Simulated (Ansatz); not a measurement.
A nudged elastic band was laid between two geometries of ClF2H3OSi + H2O (11 atoms, charge 0, multiplicity 1).

Theory: UKS BHLYP/def2-SVP (Ansatz).

| Property | Result |
| --- | --- |
| movable images | 7 |
| climbing image | yes |
| spring | 5.0 eV/Å² |
| optimiser | quadratic models (default) |
| start path | through a guess of the saddle point |
| force threshold | 0.05 eV/Å |
| iteration limit | 60 |
| end points | relaxed |

Image 0:

```xyz
11
Properties=species:S:1:pos:R:3
Si -1.100 0.776 -0.830
Cl -0.155 -0.910 -1.630
F -2.327 0.849 -1.881
F -0.372 2.153 -1.248
H -1.844 0.613 0.411
H 0.831 0.009 0.936
O 0.487 0.854 0.578
H 1.028 -1.967 0.353
O 1.309 -1.595 1.192
H 1.231 1.360 0.249
H 0.913 -2.142 1.870
```

Image 8:

```xyz
11
Properties=species:S:1:pos:R:3
Si -0.979 1.210 -0.518
Cl -0.355 -2.342 -1.178
F -0.918 1.234 -2.109
F -1.543 2.646 -0.098
H -1.832 0.166 0.011
H 1.168 -0.495 0.960
O 0.536 1.050 0.094
H 0.426 -2.116 -0.151
O 1.324 -1.420 1.181
H 1.231 1.617 -0.238
H 0.940 -1.550 2.046
```

(1) What changes between the two ends?

(2) Give the energies along the band, and the barrier.

(3) What is the geometry of the highest image?

Results:

(1) Bonds broken: Si1–Cl2, H6–O7, H8–O9. Bonds formed: Cl2–H8, H6–O9. ClF2H3OSi + H2O becomes ClH + F2H2OSi + H2O.

(2) It converged. The highest image is number 4 of 0 to 8, 0.38 eV above the first end and 0.46 eV above the last; the last end lies 0.07 eV below the first. Beside the main top the profile has a ripple of under 15 meV (maxima at images 2, 4), which may be a very shallow well or noise. A vibrational analysis at the climbing image gives one clearly imaginary mode, 168i cm⁻¹: a first-order saddle point. The orbitals were unrestricted but ended closed-shell.

```json
{"image": "0", "path coordinate (Å)": "0.00", "energy (eV)": "0.00", "Si1–Cl2 (Å)": "2.09", "H6–O7 (Å)": "0.98", "H8–O9 (Å)": "0.96"}
{"image": "1", "path coordinate (Å)": "1.23", "energy (eV)": "0.02", "Si1–Cl2 (Å)": "2.09", "H6–O7 (Å)": "0.98", "H8–O9 (Å)": "0.96"}
{"image": "2", "path coordinate (Å)": "2.46", "energy (eV)": "0.31", "Si1–Cl2 (Å)": "2.15", "H6–O7 (Å)": "0.99", "H8–O9 (Å)": "0.96"}
{"image": "3", "path coordinate (Å)": "3.69", "energy (eV)": "0.30", "Si1–Cl2 (Å)": "2.19", "H6–O7 (Å)": "1.00", "H8–O9 (Å)": "0.96"}
{"image": "4", "path coordinate (Å)": "4.92", "energy (eV)": "0.38", "Si1–Cl2 (Å)": "2.46", "H6–O7 (Å)": "1.35", "H8–O9 (Å)": "1.04"}
{"image": "5", "path coordinate (Å)": "5.69", "energy (eV)": "0.04", "Si1–Cl2 (Å)": "3.08", "H6–O7 (Å)": "1.73", "H8–O9 (Å)": "1.57"}
{"image": "6", "path coordinate (Å)": "6.45", "energy (eV)": "-0.05", "Si1–Cl2 (Å)": "3.56", "H6–O7 (Å)": "1.87", "H8–O9 (Å)": "1.73"}
{"image": "7", "path coordinate (Å)": "7.22", "energy (eV)": "-0.07", "Si1–Cl2 (Å)": "3.68", "H6–O7 (Å)": "1.87", "H8–O9 (Å)": "1.75"}
{"image": "8", "path coordinate (Å)": "7.99", "energy (eV)": "-0.07", "Si1–Cl2 (Å)": "3.67", "H6–O7 (Å)": "1.88", "H8–O9 (Å)": "1.75"}
```

(3) 
```xyz
11
Properties=species:S:1:pos:R:3:forces:R:3
Si -0.987 0.839 -0.623 0.01 0.01 0.00
Cl -1.013 -1.620 -0.505 0.00 0.00 0.00
F -0.581 0.669 -2.164 -0.01 0.00 0.00
F -0.895 2.478 -0.548 0.00 -0.01 0.00
H -2.357 0.679 -0.170 0.00 0.00 0.00
H 1.135 -0.395 0.637 0.00 0.00 0.00
O 0.383 0.705 0.421 0.00 0.00 0.00
H 0.686 -1.789 0.141 0.00 0.00 0.00
O 1.494 -1.409 0.667 0.00 0.00 0.01
H 0.730 1.586 0.579 0.00 0.00 0.01
H 1.405 -1.742 1.564 0.00 0.00 0.00
```

Time of the run: 15 min on 4 threads of Arm Neoverse N1, with other jobs on the host, peak memory 0.44 GiB.
